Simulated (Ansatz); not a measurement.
Born–Oppenheimer molecular dynamics of CH5BrZn (8 atoms, charge 0, multiplicity 1). It starts at the highest image of a converged band. Of that band: A vibrational analysis at the climbing image gives one clearly imaginary mode, 820i cm⁻¹, and a faint second one (25i cm⁻¹) that may be numerical noise or a soft torsion: probably a first-order saddle point.

These are results of RKS CAM-B3LYP-D4/def2-mTZVP in Ansatz, not measurements.

```json
{
  "ensemble": "NVE (velocity Verlet)",
  "time step": "0.5 fs",
  "steps asked": "200",
  "starting velocities drawn for": "100 K",
  "seed": "8660"
}
```

First frame:

```xyz
8
Properties=species:S:1:pos:R:3
Zn -0.257 -0.390 -0.348
H -0.940 -1.145 -1.654
C 0.420 0.018 1.415
H -0.712 -0.175 -2.192
Br -0.172 1.367 -2.504
H -0.294 0.637 1.957
H 1.353 0.573 1.329
H 0.603 -0.885 1.995
```

Q: How far do the bonds stretch over the last three quarters of this one trajectory? (Pairs bonded in most of those frames.)

A: 
```
   bond  mean (Å)  spread (Å)  shortest  longest
 Zn1–H2     1.562       0.014      1.54     1.59
 Zn1–C3     1.952       0.021      1.93     1.99
Zn1–Br5     2.963       0.144      2.77     3.25
  C3–H6     1.093       0.011      1.08     1.11
  C3–H7     1.091       0.003      1.09     1.10
  C3–H8     1.093       0.008      1.08     1.11
 H4–Br5     1.437       0.013      1.42     1.48
```

Mean temperature of the second half: 350 K. The conserved energy stayed within 0.024 meV per atom of its start (net change 0.013 meV per atom), so the integration is sound. The kinetic energy rose, since the run started high on the potential surface and went downhill. It ends in pieces (BrH + CH4Zn), so much of that is their flight and rotation, not heat. A run of 0.1 ps of so small a system gives no equilibrium averages. The orbitals stay closed-shell, which can raise the energy where a bond breaks towards radicals; this wasn't checked here.

Run time: 11 min on 4 threads of Arm Neoverse N1, on a shared host, peak memory 0.31 GiB.
